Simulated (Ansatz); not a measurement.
Z-matrix (Å, degrees):
```
Ge
O 1 1.799
N 1 1.818 2 112.1
H 1 1.532 2 107.6 3 -119.6
H 1 1.530 2 103.9 3 117.7
Si 2 1.613 1 132.3 3 77.7
H 3 1.010 1 115.0 2 63.2
H 3 1.011 1 114.4 2 -64.1
N 6 1.701 2 111.4 1 68.7
Cl 6 2.071 2 111.7 1 -47.4
H 6 1.477 2 106.8 1 -163.1
H 9 1.006 6 120.9 2 -151.8
H 9 1.007 6 121.2 2 56.5
```

The species carries charge 0 and has multiplicity 1.

(1) List the PBE/def2-TZVPP orbital energies in eV (Ansatz 0.2.0). (Best estimate.)

## Answers

(1) The calculation gave: Occupied: -10804.93, -2738.61, -1780.65, -1338.21, -1191.64, -1191.62, -1191.62, -510.03, -380.19, -380.11, -249.20, -189.88, -189.74, -189.73, -162.88, -138.18, -114.37, -114.30, -114.29, -95.00, -94.91, -94.86, -30.30, -30.19, -30.14, -30.09, -30.09, -24.15, -21.28, -20.96, -20.11, -14.28, -12.71, -12.35, -11.96, -10.75, -10.07, -9.79, -9.33, -8.59, -8.23, -7.62, -7.48, -7.37, -6.37, -6.23. Lowest empty: -0.21, -0.08, 0.14, 0.54, 0.59, 1.44, 1.63, 1.67.
